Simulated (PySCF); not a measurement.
Electric field gradients and quadrupole coupling constants

CH₁₁OPSi₃.
Geometry (GFN2-xTB, Å), atoms numbered from 1 in this order:
```xyz
17
CH11OPSi3 angstrom
C     -1.3975   -0.9151    1.4674
Si    -1.2052    0.4237    0.1157
P     -3.2349    0.5441   -0.8632
Si     0.5418   -0.0267   -1.3520
O      1.9231    0.0551   -0.5084
Si     3.1230    0.3144    0.5449
H     -1.5990   -1.8891    1.0271
H     -0.4938   -1.0013    2.0636
H     -2.2214   -0.6855    2.1384
H     -1.0981    1.7261    0.8146
H     -2.8215    1.3668   -1.8943
H     -3.0698   -0.5905   -1.6369
H      0.5516   -1.3786   -1.9275
H      0.6998    0.9370   -2.4489
H      2.8363    1.5735    1.2306
H      4.3477    0.3788   -0.2474
H      3.1111   -0.8205    1.4665
```

Field gradients from the PBE0/pcSseg-1 density (PySCF, non-relativistic), principal values in atomic units, ordered |Vxx| ≤ |Vyy| ≤ |Vzz|:

```
atom      Vxx      Vyy     Vzz
  O5  -0.5620  -0.6140  1.1760
```

Problem. Find the asymmetry η = (Vxx − Vyy)/Vzz and the couplings χ = eQV/h (234.96 MHz × Q in barn × V in au), with Q(17O) = −0.0256 b.

Solution. 
```json
{"atom": "O5", "environment": "siloxane oxygen", "nucleus": "17O", "η": "0.04", "χzz (MHz)": "-7.07", "χxx (MHz)": "3.38", "χyy (MHz)": "3.69"}
```

The gradient is axial or nearly so (η below 0.05) at O5. The tensor is traceless: Vxx + Vyy + Vzz = 0.

Problem. What is Vzz at O5 in SI units (1 au = 9.71736 × 10²¹ V/m²)?

Solution. 1.1760 au = 11.427 × 10²¹ V/m².

Problem. What couplings would deuterons (Q(2H) = 0.00286 b) have in place of the hydrogens, at this geometry?

Solution. 
```
atom  bonded to  bond length (Å)  Vzz (au)     η  χzz (kHz)
  H7         C1            1.088    0.3212  0.01        216
  H8         C1            1.086    0.3252  0.01        219
  H9         C1            1.087    0.3219  0.01        216
 H10        Si2            1.482    0.1515  0.01        102
 H11         P3            1.382    0.2167  0.06        146
 H12         P3            1.383    0.2159  0.06        145
 H13        Si4            1.469    0.1566  0.03        105
 H14        Si4            1.469    0.1569  0.03        105
 H15        Si6            1.462    0.1600  0.03        108
 H16        Si6            1.460    0.1618  0.02        109
 H17        Si6            1.462    0.1604  0.02        108
```

Isolated species at its GFN2-xTB geometry (one conformer only). GFN2-xTB bond lengths can be off by several hundredths of an ångström, more for odd bonds, and the gradients follow them. With so small a basis the couplings can be 20 % off.

These values come from a run that also computed NMR shieldings. On Arm Neoverse V1, one thread (shared host), this took 31 s and 0.83 GiB of memory at its peak.
